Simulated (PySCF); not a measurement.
# Reading the logs of faulty runs: GeH4NOSi cation

Calculated results; nothing here was measured. They come from PySCF 2.14.0, an open-source quantum chemistry program, on an isolated molecule that a program drew, which may never have been made. The molecule is GeH4NOSi cation (charge +1, singlet), drawn as the SMILES string `[NH]=[Ge]([OH])[SiH2+]`.

Each row is a Hartree-Fock (HF) and frozen-core CCSD(T) single point in the cc-pV(D+d)Z basis, meant for a local HF minimum. Run 1 is clean. Each other run has one planted mistake out of seven kinds, and not every kind appears here: one electron removed, one electron added, multiplicity raised by two, geometry at a saddle point, minimal basis STO-3G, one bond length entered in bohr, all coordinates scaled. The reference is restricted for singlets and unrestricted otherwise, and also for a bond in bohr. Adding or removing an electron swaps singlet and doublet. Electrons count all cores. HOMO and LUMO are orbital energies over both spins, the gradient is its largest component, and the lowest frequency (negative if imaginary) is given only where the gradient is small. Bond lengths are over the 7 bonds as drawn. T1 is the CCSD diagnostic: over 0.02 (restricted) or 0.045 (unrestricted) a single reference is doubtful. Germanium has the cc-pVDZ-PP basis, with a core potential (ECP10MDF) in place of its 10 inner electrons, and its 3s, 3p and 3d shells are frozen in CCSD(T).

Geometry of the clean run:
```xyz
8
GeH4NOSi cation, angstrom
N     2.6336    0.3403   -0.5447
Ge    1.3465   -0.3831    0.2139
O     0.4814   -1.8233   -0.1911
Si    0.0200    0.1447    2.2036
H     2.9922    1.1848   -0.1213
H     0.7569   -2.3097   -0.9634
H    -1.2360   -0.5502    2.5039
H     0.4109    1.1760    3.1715
```

| run | electrons | basis functions | <S^2> | HOMO (eV) | LUMO (eV) | gradient (hartree/bohr) | lowest frequency (cm^-1) | mean bond (Å) | longest bond (Å) | T1 | HF (hartree) | CCSD(T) (hartree) | mistake |
|---|---|---|---|---|---|---|---|---|---|---|---|---|---|
| 1 | 64 | 94 | 0.000 | -14.66 | -6.62 | 4.7e-05 | 23 | 1.5335 | 2.449 | 0.0296 | -713.60628 | -714.19299 | no fault |
| 2 | 64 | 94 | 0.000 | -15.19 | -6.73 | 9.8e-02 | - | 1.4155 | 2.260 | 0.0249 | -713.54132 | -714.10349 | all coordinates scaled |
| 3 | 64 | 94 | 0.000 | -14.63 | -6.80 | 1.2e-05 | -155 | 1.5326 | 2.452 | 0.0311 | -713.59355 | -714.18311 | geometry at a saddle point |
| 4 | 63 | 94 | 0.758 | -22.36 | -12.12 | 9.5e-02 | - | 1.5335 | 2.449 | 0.0255 | -713.15270 | -713.67704 | one electron removed |
| 5 | 64 | 94 | 2.020 | -13.04 | -6.30 | 1.3e-01 | - | 1.5335 | 2.449 | 0.0394 | -713.60475 | -714.14145 | multiplicity raised by two |
| 6 | 65 | 94 | 0.805 | -8.28 | 0.78 | 4.8e-02 | - | 1.5335 | 2.449 | 0.0227 | -713.87932 | -714.46784 | ? |

**Which mistake was planted in run 6, and what did it cost?**

It counts 65 electrons, one more than the clean run, at the same geometry and basis. So the mistake is: one electron added. Subtracting run 1 and multiplying by 627.51 kcal/mol a hartree, the energy moved by -171.3 kcal/mol in HF and -172.5 kcal/mol in CCSD(T).

Cautions from the logs. Run 1: T1 is over the limit, so its CCSD(T) energy is less reliable; run 2: T1 is over the limit, so its CCSD(T) energy is less reliable; run 3: T1 is over the limit, so its CCSD(T) energy is less reliable.
